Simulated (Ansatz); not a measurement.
Mulliken charges of BGeH5O3 (`OB(O)[O][GeH3]`) from B3LYP/def2-TZVPP in Ansatz (PBE0-D4/def2-TZVP geometry).

| atom | x (Å) | y (Å) | z (Å) | charge (e) |
| --- | --- | --- | --- | --- |
| O1 | -1.031 | -0.356 | -1.201 | -0.332 |
| B2 | 0.308 | -0.156 | -0.991 | 0.385 |
| O3 | 1.169 | -0.253 | -2.052 | -0.325 |
| O4 | 0.761 | 0.134 | 0.256 | -0.435 |
| Ge5 | -0.306 | 0.276 | 1.690 | 0.326 |
| H6 | -1.233 | -0.554 | -2.118 | 0.199 |
| H7 | 2.077 | -0.094 | -1.786 | 0.202 |
| H8 | -1.310 | 1.411 | 1.451 | -0.009 |
| H9 | -1.010 | -1.068 | 1.921 | -0.009 |
| H10 | 0.660 | 0.609 | 2.833 | -0.004 |

Problem. By hand: the dipole of these point charges (1 e Å = 4.8032 D).

Solution. Σ q r = (-0.157, 0.037, 0.300) e Å, of length 0.341 e Å = 1.64 D.

Problem. How does the dipole of the full density compare? (Estimate.)

Solution. Ansatz gave: (0.022, 0.015, 0.066) e Å, 0.34 D; the point charges give 4.82 times that, at 46° from its direction.

Point charges leave out the atoms' own dipoles, such as those of lone pairs, and Mulliken's split depends on the basis, so the two needn't agree.

B3LYP here is the variant with VWN-RPA as its local correlation; programs differ in this.
